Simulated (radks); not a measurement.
Results of a calculation; reference values are marked as such.
All-electron atom: Si2+ in [Ne] 3s2 (the NIST ground configuration). Level of theory: non-relativistic Kohn-Sham, TPSS, spin-polarised, spherical densities, point nucleus; meta-GGA in the generalised Kohn-Sham scheme (a radial shooting solver on a logarithmic mesh with Libxc functionals).

Local quantities along the radius. ELF = 1/(1 + alpha^2) is the electron localisation function; alpha = (tau - tau_W)/tau_unif compares the Pauli kinetic energy density with that of the uniform gas (summed over spins); s = |grad rho|/(2 (3 pi^2)^(1/3) rho^(4/3)) is the reduced gradient.

r (bohr)    ELF       alpha       s
0.005138  1.000    0.008684  0.3923
0.006479  1.000    0.009136  0.3972
0.008237  1.000    0.009765  0.4036
0.01047   1.000     0.01063  0.4119
0.01331   1.000     0.01184  0.4226
0.01679   1.000     0.01353  0.4361
0.02134   1.000     0.01611  0.4542
0.02713   1.000     0.02015  0.4782
0.03449   0.999     0.02679  0.5101
0.04349   0.999     0.03802  0.5513
0.05529   0.996     0.06013  0.6084
0.07029   0.989      0.1071  0.6848
0.08936   0.954      0.2184  0.7820
0.1127    0.808      0.4880  0.8796
0.1433    0.438       1.132  0.9068
0.1821    0.213       1.925  0.7094
0.2315    0.268       1.654  0.3908
0.292     0.550      0.9043  0.2884
0.3712    0.789      0.5176  0.3677
0.4718    0.864      0.3970  0.5198
0.5998    0.854      0.4142  0.7350
0.7564    0.711      0.6376   1.044
0.9616    0.253       1.720   1.381
1.222     0.080       3.387   1.083
1.554     0.410       1.199  0.6605
1.96      0.960      0.2047  0.9204
2.491     0.999     0.03377   1.668
3.167     1.000    0.005908   3.120
4.026     1.000   0.0009721   6.781
5.078     1.000   0.0001547   17.84
6.455     1.000  0.00001928   64.05

On this mesh the ELF has minima near r = 0.21, 1.2 bohr, which separate the shells, and maxima near 0.53 (0.87).
